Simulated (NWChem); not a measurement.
Program: NWChem. System: C3H3O3, charge 0, spin multiplicity 2, at a geometry optimised with UB3LYP/def2-SVP. The structure started from a generated list of species. Its SCF solution wasn't tested for a lower state. Level: UHF/def2-SVP.

The NWChem input:

```
start mol
memory heap 200 mb stack 900 mb global 1100 mb
geometry units angstroms nocenter noautoz noautosym
  O      1.966669    -0.275945     0.297504
  C      0.805550    -0.114490     0.119094
  O      0.221946     1.096582    -0.181429
  C     -1.116071     0.917522    -0.405239
  C     -1.445671    -0.499382    -0.051741
  O     -0.152047    -1.064840     0.174265
  H     -1.748090     1.799358    -0.305305
  H     -2.056229    -0.605991     0.867396
  H     -1.951086    -1.061654    -0.857503
end
basis spherical
  * library def2-svp
end
scf
  uhf
  nopen 1
  maxiter 100
  thresh 1e-7
  semidirect memsize 60000000 filesize 0
  # guess.movecs holds the orbitals of an unrestricted PBE0 run
  vectors input guess.movecs output mol.movecs
end
task scf energy
```

NWChem printed:

```
             Northwest Computational Chemistry Package (NWChem) 7.3.0
             --------------------------------------------------------

                                NWChem Input Module
                                -------------------

 Scaling coordinates for geometry "geometry" by  1.889725989
 (inverse scale =  0.529177249)

                             Geometry "geometry" -> ""
                             -------------------------

 Output coordinates in angstroms (scale by  1.889725989 to convert to a.u.)

  No.       Tag          Charge          X              Y              Z
 ---- ---------------- ---------- -------------- -------------- --------------
    1 O                    8.0000     1.96666900    -0.27594500     0.29750400
    2 C                    6.0000     0.80555000    -0.11449000     0.11909400
    3 O                    8.0000     0.22194600     1.09658200    -0.18142900
    4 C                    6.0000    -1.11607100     0.91752200    -0.40523900
    5 C                    6.0000    -1.44567100    -0.49938200    -0.05174100
    6 O                    8.0000    -0.15204700    -1.06484000     0.17426500
    7 H                    1.0000    -1.74809000     1.79935800    -0.30530500
    8 H                    1.0000    -2.05622900    -0.60599100     0.86739600
    9 H                    1.0000    -1.95108600    -1.06165400    -0.85750300

 Effective nuclear repulsion energy (a.u.)     236.5035595419

            Nuclear Dipole moment (a.u.)
            ----------------------------
        X                 Y               Z
 ---------------- ---------------- ----------------
    -0.0000245664    -0.0000207870    -0.0000151178


 Summary of "ao basis" -> "" (spherical)
 ------------------------------------------------------------------------------
       Tag                 Description            Shells   Functions and Types
 ---------------- ------------------------------  ------  ---------------------
 *                          def2-svp                  on all atoms

 Summary of "ao basis" -> "ao basis" (spherical)
 ------------------------------------------------------------------------------
[...]
          24.096168893639         456.502143800535          42.653561907411
         -57.758969330153          42.653561907411         636.540246219817

  Mulliken analysis of the total density
  --------------------------------------

    Atom       Charge   Shell Charges
 -----------   ------   -------------------------------------------------------
    1 O    8     8.34   1.99  1.08  0.69  2.81  1.74  0.02
    2 C    6     5.29   1.99  0.89  0.03  1.82  0.36  0.20
    3 O    8     8.46   1.99  1.07  0.73  2.86  1.80  0.02
    4 C    6     5.89   1.99  0.89  0.30  1.95  0.70  0.07
    5 C    6     5.75   1.99  0.88  0.14  1.98  0.68  0.07
    6 O    8     8.52   1.99  1.06  0.75  2.86  1.84  0.02
    7 H    1     0.91   0.74  0.14  0.03
    8 H    1     0.92   0.75  0.15  0.02
    9 H    1     0.92   0.75  0.14  0.02

  Mulliken analysis of the alpha density
  --------------------------------------

    Atom       Charge   Shell Charges
 -----------   ------   -------------------------------------------------------
    1 O    8     4.18   1.00  0.54  0.35  1.41  0.87  0.01
    2 C    6     2.64   0.99  0.44  0.02  0.91  0.18  0.10
    3 O    8     4.25   1.00  0.54  0.36  1.46  0.88  0.01
    4 C    6     3.50   0.99  0.48  0.21  1.28  0.51  0.03
    5 C    6     2.80   0.99  0.43  0.06  0.96  0.31  0.04
    6 O    8     4.26   1.00  0.53  0.37  1.43  0.92  0.01
    7 H    1     0.42   0.35  0.05  0.02
    8 H    1     0.49   0.40  0.08  0.01
    9 H    1     0.48   0.39  0.07  0.01

   Mulliken analysis of the beta density
   -------------------------------------

    Atom       Charge   Shell Charges
 -----------   ------   -------------------------------------------------------
    1 O    8     4.16   1.00  0.54  0.35  1.40  0.87  0.01
    2 C    6     2.65   0.99  0.44  0.02  0.92  0.18  0.10
    3 O    8     4.22   1.00  0.53  0.37  1.40  0.92  0.01
    4 C    6     2.39   0.99  0.41  0.09  0.67  0.19  0.03
    5 C    6     2.95   0.99  0.45  0.09  1.02  0.37  0.03
    6 O    8     4.26   1.00  0.53  0.37  1.43  0.92  0.01
    7 H    1     0.49   0.39  0.09  0.01
    8 H    1     0.44   0.36  0.07  0.01
    9 H    1     0.44   0.36  0.07  0.01

   Mulliken analysis of the spin density
   -------------------------------------

    Atom       Charge   Shell Charges
 -----------   ------   -------------------------------------------------------
    1 O    8     0.02  -0.00  0.00  0.00  0.01  0.00 -0.00
    2 C    6    -0.02  -0.00 -0.00 -0.00 -0.01 -0.01  0.00
    3 O    8     0.03  -0.00  0.01 -0.01  0.06 -0.04  0.00
    4 C    6     1.11   0.00  0.08  0.12  0.60  0.31 -0.00
    5 C    6    -0.15  -0.00 -0.02 -0.03 -0.06 -0.06  0.01
    6 O    8     0.00  -0.00 -0.00  0.00 -0.00  0.00 -0.00
    7 H    1    -0.07  -0.04 -0.03  0.01
    8 H    1     0.05   0.04  0.01 -0.00
    9 H    1     0.04   0.03  0.01 -0.00

       Multipole analysis of the density wrt the origin
       ------------------------------------------------

     L   x y z        total         alpha         beta         nuclear
     -   - - -        -----         -----         ----         -------
     0   0 0 0      0.000000    -23.000000    -22.000000     45.000000

     1   1 0 0     -2.131932     -0.065286     -2.066622     -0.000025
     1   0 1 0      0.264730     -0.668927      0.933678     -0.000021
     1   0 0 1     -0.168238      0.448229     -0.616452     -0.000015

     2   2 0 0    -26.096793   -134.609209   -129.030835    237.543251
     2   1 1 0     -0.084838      7.250413      4.424527    -11.759777
     2   1 0 1     -0.714672    -16.259551    -14.123147     29.668026
     2   0 2 0    -26.502740    -69.756098    -66.229120    109.482479
     2   0 1 1      0.882353     12.149685     10.356091    -21.623423
     2   0 0 2    -24.481921    -20.776314    -17.567481     13.861874

 Task  times  cpu:        6.6s     wall:        6.6s

 Total times  cpu:        6.7s     wall:        6.7s
```
